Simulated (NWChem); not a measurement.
All runs are NWChem calculations. System: H5AlSi, charge 0, spin multiplicity 1, at a geometry optimised with B3LYP/def2-SVP. The structure started from a generated list of species. Level: G0W0@PBE0/def2-TZVPP, RI basis def2-tzvpp-rifit.

The NWChem input:

```
start mol
memory heap 200 mb stack 700 mb global 1700 mb
geometry units angstroms nocenter noautoz noautosym
  Al     0.031076    -0.614196    -1.157370
  H     -1.294340    -0.743057    -2.025511
  H      1.383022    -1.218320    -1.734692
  Si    -0.025355     0.536485     1.022173
  H     -0.042758     2.021587     0.815133
  H      1.160695     0.222330     1.878040
  H     -1.255643     0.191211     1.802413
end
basis spherical
  * library def2-tzvpp
end
basis "ri basis" bse spherical
  * library def2-tzvpp-rifit
end
dft
  xc pbe0
  iterations 100
  direct
  tolerances tight
end
task dft energy
gw
  method cdgw
  states alpha occ 4 vir 2
end
task dft gw
```

Part of the output:

```
             Northwest Computational Chemistry Package (NWChem) 7.3.0
             --------------------------------------------------------

                                NWChem Input Module
                                -------------------

 Scaling coordinates for geometry "geometry" by  1.889725989
 (inverse scale =  0.529177249)

                             Geometry "geometry" -> ""
                             -------------------------

 Output coordinates in angstroms (scale by  1.889725989 to convert to a.u.)

  No.       Tag          Charge          X              Y              Z
 ---- ---------------- ---------- -------------- -------------- --------------
    1 Al                  13.0000     0.03107600    -0.61419600    -1.15737000
    2 H                    1.0000    -1.29434000    -0.74305700    -2.02551100
    3 H                    1.0000     1.38302200    -1.21832000    -1.73469200
    4 Si                  14.0000    -0.02535500     0.53648500     1.02217300
    5 H                    1.0000    -0.04275800     2.02158700     0.81513300
    6 H                    1.0000     1.16069500     0.22233000     1.87804000
    7 H                    1.0000    -1.25564300     0.19121100     1.80241300

 Effective nuclear repulsion energy (a.u.)      74.5483643707

            Nuclear Dipole moment (a.u.)
            ----------------------------
        X                 Y               Z
 ---------------- ---------------- ----------------
    -0.0000113384    -0.0000132281    -0.0000094486


 Summary of "ao basis" -> "" (spherical)
 ------------------------------------------------------------------------------
       Tag                 Description            Shells   Functions and Types
 ---------------- ------------------------------  ------  ---------------------
 *                         def2-tzvpp                 on all atoms

 new library libraries.bse/

 Summary of "ri basis" -> "" (spherical)
 ------------------------------------------------------------------------------
       Tag                 Description            Shells   Functions and Types
 ---------------- ------------------------------  ------  ---------------------
 *                      def2-tzvpp-rifit              on all atoms

                                 NWChem DFT Module
                                 -----------------

 Summary of "ao basis" -> "ao basis" (spherical)
 ------------------------------------------------------------------------------
       Tag                 Description            Shells   Functions and Types
 ---------------- ------------------------------  ------  ---------------------
 Al                        def2-tzvpp               14       42   5s5p3d1f
 H                         def2-tzvpp                6       14   3s2p1d
 Si                        def2-tzvpp               14       42   5s5p3d1f

 Summary of "ao basis" -> "ao basis" (spherical)
 ------------------------------------------------------------------------------
       Tag                 Description            Shells   Functions and Types
 ---------------- ------------------------------  ------  ---------------------
 Al                        def2-tzvpp               14       42   5s5p3d1f
 H                         def2-tzvpp                6       14   3s2p1d
 Si                        def2-tzvpp               14       42   5s5p3d1f

            General Information
            -------------------
          SCF calculation type: DFT
          Wavefunction type:  closed shell.
[...]
   Bfn.  Coefficient  Atom+Function         Bfn.  Coefficient  Atom+Function
  ----- ------------  ---------------      ----- ------------  ---------------
    87     -0.290375  4 Si pz                17      0.269626  1 Al pz
    75      0.163636  4 Si s                 86     -0.164353  4 Si py
    90     -0.139129  4 Si pz                16      0.137038  1 Al py
    44     -0.111135  2 H  s                 58     -0.110171  3 H  s
    78      0.106203  4 Si pz                 4      0.100324  1 Al s

 Vector   17  Occ=0.000000D+00  E=-7.792831D-02
              MO Center=  2.8D-02, -5.0D-01, -8.9D-01, r^2= 4.2D+00
   Bfn.  Coefficient  Atom+Function         Bfn.  Coefficient  Atom+Function
  ----- ------------  ---------------      ----- ------------  ---------------
    19      0.511308  1 Al py                16      0.365063  1 Al py
    20     -0.261638  1 Al pz               115     -0.192822  5 H  s
    17     -0.181658  1 Al pz               143      0.130520  7 H  s
    18      0.119503  1 Al px                 7     -0.089737  1 Al py
    15      0.084601  1 Al px               114     -0.083949  5 H  s

 Vector   18  Occ=0.000000D+00  E= 7.957081D-03
              MO Center=  1.1D-02,  2.2D-01,  1.3D-01, r^2= 4.7D+00
   Bfn.  Coefficient  Atom+Function         Bfn.  Coefficient  Atom+Function
  ----- ------------  ---------------      ----- ------------  ---------------
    88      0.761408  4 Si px               129     -0.719040  6 H  s
   143      0.622974  7 H  s                 59     -0.514161  3 H  s
    18      0.500002  1 Al px                 5      0.359210  1 Al s
    45      0.332026  2 H  s                 75     -0.282682  4 Si s
    90      0.236800  4 Si pz                85      0.225203  4 Si px

 Vector   19  Occ=0.000000D+00  E= 1.472592D-02
              MO Center= -8.0D-02,  4.8D-03, -1.0D-01, r^2= 7.5D+00
   Bfn.  Coefficient  Atom+Function         Bfn.  Coefficient  Atom+Function
  ----- ------------  ---------------      ----- ------------  ---------------
    75     -2.039761  4 Si s                  5      1.919267  1 Al s
    20      0.953522  1 Al pz                90      0.888168  4 Si pz
    19      0.578196  1 Al py                45     -0.422105  2 H  s
   115      0.365629  5 H  s                 89      0.358847  4 Si py
   129      0.343607  6 H  s                 59     -0.236403  3 H  s

 center of mass
 --------------
 x =   0.00251078 y =  -0.03418313 z =  -0.05950435

 moments of inertia (a.u.)
 ------------------
         372.992332396750           6.042136000929           5.670181630436
           6.042136000929         309.212457298819        -144.854553104130
           5.670181630436        -144.854553104130         110.979723159498

     Multipole analysis of the density
     ---------------------------------

     L   x y z        total         alpha         beta         nuclear
     -   - - -        -----         -----         ----         -------
     0   0 0 0     -0.000000    -16.000000    -16.000000     32.000000

     1   1 0 0      0.009163      0.004587      0.004587     -0.000011
     1   0 1 0     -0.060606     -0.030296     -0.030296     -0.000013
     1   0 0 1     -0.069062     -0.034526     -0.034526     -0.000009

     2   2 0 0    -24.448201    -23.893091    -23.893091     23.337980
     2   1 1 0      0.831236      2.612239      2.612239     -4.393242
     2   1 0 1     -0.399097      1.096803      1.096803     -2.592702
     2   0 2 0    -21.302822    -37.689273    -37.689273     54.075724
     2   0 1 1     -2.164494    -42.054731    -42.054731     81.944967
     2   0 0 2    -24.449497    -95.418612    -95.418612    166.387728

 Task  times  cpu:       38.0s     wall:       38.0s

                                NWChem Input Module
                                -------------------

                                 NWChem GW Module
                                 ----------------

                             ***********************
                             ***        GW       ***
                             ***********************

 Summary of "ri basis" -> "ri basis" (spherical)
 ------------------------------------------------------------------------------
       Tag                 Description            Shells   Functions and Types
 ---------------- ------------------------------  ------  ---------------------
 Al                     def2-tzvpp-rifit            33      123   11s8p7d5f2g
 H                      def2-tzvpp-rifit            10       30   4s3p2d1f
 Si                     def2-tzvpp-rifit            33      123   11s8p7d5f2g

                 Memory Information
                 ------------------
          Available GA per process is          1699.8 MBs
          Available stack per process is        700.0 MBs
          Available heap per process is           0.0 MBs

          Peak memory in Initialization
              Peak GA per process is                  9.8 MBs
              Peak stack per process is               0.3 MBs
              Peak heap per process is               10.2 MBs
              Memory not in MA per process            0.0 MBs

          Peak memory in CDGW Calculation
              Peak GA per process is                 12.3 MBs
              Peak stack per process is               2.4 MBs
              Peak heap per process is                2.9 MBs
              Memory not in MA per process            0.0 MBs

          Computing 2-center integrals
          Computing Inverse Cholesky factor
          Computing 3-center integrals
          Computing Vxc

          Computing Sigma_x
          Computing W(iw) on the imaginary grid
          Solving quasiparticle equations

                  Alpha Orbitals
          State     Energy (eV)     Error (eV)
          -----------------------------------
@GW        13        -12.075           0.001
@GW        14        -12.034           0.001
@GW        15        -10.986           0.002
@GW        16         -9.669           0.002
@GW        17         -0.414           0.004
@GW        18          1.998           0.004

     GW Timing Statistics
   ------------------------
   Init.   :          0.2s
     ERIs  :          2.7s
     Distr.:          0.0s
     Vxc   :          5.2s
   Vmo     :          0.0s
   iW      :          5.5s
   I_n     :          0.0s
   R_n     :          0.2s
   GW total:         13.8s

 Task  times  cpu:       13.8s     wall:       13.8s

 Total times  cpu:       51.9s     wall:       51.9s
```
